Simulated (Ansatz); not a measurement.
Frontier orbitals of C2H6OSi (`O=CC[SiH3]`).

Cartesian coordinates in Å:
```
O -0.946 -1.815 -0.095
C -0.737 -1.068 0.823
C -0.015 0.237 0.690
Si 0.535 0.589 -1.082
H -1.086 -1.330 1.845
H -0.668 1.034 1.068
H 0.841 0.231 1.376
H -0.638 0.672 -1.986
H 1.235 1.903 -1.086
H 1.478 -0.453 -1.553
```

The species carries charge 0 and has multiplicity 1. All single points use the PBE0-D4/def2-TZVP geometry. It is one conformer, not always the lowest. Basis def2-TZVPP, Ansatz.

```tsv
functional	HOMO (eV)	LUMO (eV)	gap (eV)
PBE	-6.12	-2.10	4.02
PBE0	-7.70	-0.87	6.83
r2SCANh	-7.02	-1.39	5.63
ωB97M-V	-10.11	1.46	11.57
```

Against PBE, PBE0 changes HOMO and LUMO by −1.58 and +1.23 eV, ωB97M-V by −3.98 and +3.56 eV. A gap of 4.02 eV thus becomes 11.56 eV for the same molecule, so an orbital gap means little without its functional. A positive LUMO is unbound and depends on the basis.
